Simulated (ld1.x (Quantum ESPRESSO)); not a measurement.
**Which change was made? (Pt, TM semilocal)**

* Element: Pt
* Generator: ld1.x (Quantum ESPRESSO) 7.5
* Type: norm-conserving Troullier–Martins (semilocal form)
* Functional: PBE
* Relativity: scalar-relativistic
* Frozen core: [Kr] 4d10 4f14 5s2
* Valence charge: 16
* Reference configuration: 5p6 5d8 6s0 6p0 (charge +2)
* Partial waves: 6s (bound, empty): rc 2.35 bohr; 5d (bound): rc 1.20 bohr; 5f channel at 0.25 Ry: rc 2.40 bohr; 5p (bound): rc 1.20 bohr
* Local potential: the p channel
* Core correction: a·sin(br)/r model core inside 0.55 bohr

Cutoffs, loose and tight: the cutoffs (Ry, on a coarse ladder) from which the occupation-weighted sum of valence levels, in a spherical-Bessel basis at the reference potential, stays within 10 and 1 mRy of its value at 400 Ry. They do not see the model core or the augmentation charge, which bear on the density cutoff. Test errors are all-electron minus pseudo excitation energies from the reference, over the configurations 5p6 5d9 6s1 6p0; 5p6 5d9 6s0 6p0; 5p6 5d7 6s0 6p0; 5p6 5d9.5 6s0.5 6p0; 5p6 5d10 6s0 6p0; 5p5 5d9 6s1 6p0; 5p6 5d9 6s0.5 6p0; variants that change the core or the reference have their own tests.

The base gives: outcome: generated; cutoff, loose: 120 Ry; cutoff, tight: 200 Ry; bound ghosts: none; largest test error (meV): -180.

Question: After one change the result is: outcome: generated; cutoff, loose: 40 Ry; cutoff, tight: 50 Ry; bound ghosts: none; largest test error (meV): -169. Which change was it?
A. all radii but the core radius scaled by about 1.25 (s 2.94, p 1.50, d 1.50, f 3.00 bohr)
B. core [Xe] 4f14, valence charge 10; reference 5d9 6s1 6p0; waves now 6s (bound): rc 2.45 bohr; 5d (bound): rc 2.00 bohr; 5f channel at 0.25 Ry: rc 2.70 bohr; 6p (bound): rc 3.45 bohr; core correction Bessel-smoothed model core inside 1.35 bohr
C. reference 5p6 5d9 6s1 6p0

Answer: B. The others give: all radii but the core radius scaled by about 1.25 (s 2.94, p 1.50, d 1.50, f 3.00 bohr) → outcome: generated; cutoff, loose: 70 Ry; cutoff, tight: 110 Ry; bound ghosts: none; largest test error (meV): -178 | reference 5p6 5d9 6s1 6p0 → outcome: generated; cutoff, loose: 120 Ry; cutoff, tight: 200 Ry; bound ghosts: none; largest test error (meV): -21.
